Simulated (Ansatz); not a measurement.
One change: `C=C=C[SiH2]C` becomes `C=C=C`.

Ansatz, PBE0-D4/def2-TZVP geometries, multiplicity 1. Each molecule was computed in one conformer, which needn't be the lowest.

| property | `C=C=C[SiH2]C` |
| --- | --- |
| LUMO energy (ωB97M-V/def2-TZVPP) / eV | 2.01 |
| HOMO energy (PBE/def2-TZVPP) / eV | -6.29 |
| HOMO–LUMO gap (ωB97M-V/def2-TZVPP) / eV | 11.64 |
| LUMO energy (PBE0/def2-TZVPP) / eV | -0.06 |
| LUMO energy (B3LYP/def2-TZVPP) / eV | -0.28 |
| HOMO energy (ωB97M-V/def2-TZVPP) / eV | -9.63 |

Question: What does the change do to each property? (Estimate.)

Answer: Computed: 
```csv
property,`C=C=C`,shift
LUMO energy (ωB97M-V/def2-TZVPP) / eV,2.43,0.42
HOMO energy (PBE/def2-TZVPP) / eV,-6.55,-0.26
HOMO–LUMO gap (ωB97M-V/def2-TZVPP) / eV,12.41,0.77
LUMO energy (PBE0/def2-TZVPP) / eV,0.32,0.38
LUMO energy (B3LYP/def2-TZVPP) / eV,0.06,0.34
HOMO energy (ωB97M-V/def2-TZVPP) / eV,-9.98,-0.35
```

With PBE0 the HOMO falls by 0.30 eV and the LUMO rises by 0.38 eV, so the gap widens by about 0.68 eV. PBE moves the HOMO by -0.26 eV and ωB97M-V by -0.35 eV.

B3LYP here is the variant with VWN-RPA as its local correlation; programs differ in this.
